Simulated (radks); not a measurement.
Neutral lanthanum inside a hard spherical wall (all orbitals vanish at R), configuration held at [Xe] 5d1 6s2 and not refilled when levels cross. Method: scalar-relativistic Kohn-Sham, LDA (Slater exchange, Perdew-Wang correlation), spin-polarised, spherical densities, point nucleus; open shells are filled with parallel spins first (spin-orbit coupling, left out, can overturn this in heavy ions); computed with a radial shooting solver on a logarithmic mesh with Libxc functionals. Eigenvalues in eV for spin up, with the zero of energy where the potential of the charges vanishes at infinity; a dash marks a level that is unbound or too diffuse for the functional's potential to be trusted. A positive occupied level is held by the wall or, in an anion where self-interaction has pushed it up, behind a barrier. The pressure on the wall is -dE/dV.

R (bohr)  E (hartree)  kinetic (hartree)    e(5s)    e(5p)   e(6s)   e(5d)  e(6p, empty)  e(7s, empty)  pressure (GPa)
free       -8486.8763           8975.292  -39.179  -22.627  -3.940  -3.391        -1.475        -0.097               0
20         -8486.8763           8975.292  -39.179  -22.627  -3.940  -3.391        -1.475         0.022        < 0.0001
10         -8486.8727           8975.324  -38.974  -22.426  -3.775  -3.217        -1.109         2.720          0.0826
7          -8486.8140           8975.642  -37.598  -21.101  -2.348  -2.019         1.234        11.175            2.79
6          -8486.7156           8976.068  -36.306  -19.879  -0.530  -0.785         3.958        19.250            10.1
4          -8485.5368           8980.613  -29.278  -13.149  15.730   7.723        25.539        71.375             241
3.5        -8484.3149           8985.167  -24.649   -8.346  29.658  14.304        42.421        107.36             670
3          -8481.5773           8994.824  -16.449    0.752  56.747  26.795        73.674        170.14            2130
2          -8455.7397           9074.423   42.018   68.962  243.13  114.58        274.89        540.46           37600
1.5        -8388.2123           9265.431   184.86   228.15  603.86  294.04        647.40        1180.0          266000
